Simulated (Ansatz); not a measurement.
C2H2N3, doublet (typed; the unrestricted solution is spin-contaminated), geometry from GFN2-xTB; MP2/6-31G** in Ansatz (a quantum-chemistry and plane-wave program).

The Ansatz input:
Ansatz 0.2 input:
```yaml
crystal:
  periodic: [false, false, false]
  atoms:
    - {symbol: C, position_ang: [1.06191601, 0.26909274, -0.16182767]}
    - {symbol: N, position_ang: [0.07385448, 1.12622018, 0.12001788]}
    - {symbol: C, position_ang: [-1.02040177, 0.36396522, 0.22929074]}
    - {symbol: N, position_ang: [-0.69854780, -0.89508532, 0.02134015]}
    - {symbol: N, position_ang: [0.57734117, -0.95321610, -0.21830804]}
    - {symbol: H, position_ang: [2.08494429, 0.53499496, -0.31693930]}
    - {symbol: H, position_ang: [-2.00256471, 0.72122596, 0.45081097]}
basis:
  gaussian:
    orbitals: 6-31G__.json
magnetization: {spin_polarized: true, initial_magnetization: 1}
correlation: {method: mp2, electrons: outside_noble_gas}
accuracy: high
```
The basis file holds 6-31G** in the JSON format of the Basis Set Exchange.

The log (banner, timings and long lists left out):

```
Functional definition: HF
1949 factors; integrals over basis functions are off by at most 3.3e-9 eV
mean field evaluation 1: about -6531.7739 eV, gradient 2.3e1 eV
mean field evaluation 2: about -6531.8594 eV, gradient 2.3e1 eV
mean field evaluation 4: about -6534.5681 eV, gradient 3.0e0 eV
mean field evaluation 8: about -6534.7362 eV, gradient 1.9e-1 eV
mean field evaluation 16: about -6534.7399 eV, gradient 3.6e-3 eV
mean field evaluation 32: about -6534.7399 eV, gradient 2.9e-7 eV
mean field evaluation 64: about -6530.9714 eV, gradient 2.0e1 eV
mean field evaluation 96: about -6534.3612 eV, gradient 9.7e-7 eV
mean field evaluation 128: about -6533.8144 eV, gradient 9.6e-1 eV
mean field evaluation 160: about -6533.8036 eV, gradient 3.8e-1 eV
mean field evaluation 192: about -6534.2847 eV, gradient 1.6e0 eV
mean field evaluation 224: about -6534.7399 eV, gradient 2.1e-7 eV
mean field -6534.78064684 eV, -240.1487593378 hartree, gradient 2.0e-8 eV, S^2 0.930400; 18 other end points of the search recorded, 0 dependent functions left out
5 core orbitals not correlated
reference -6534.78064684 eV, -240.1487593378 hartree; 13, 12 occupied and 67, 68 virtual orbitals, 1949 factors
second order -18.92569844 eV of doubles, -0.00000000 eV of singles
Total energy: -6553.70634528 eV, -240.8442659272 hartree
```
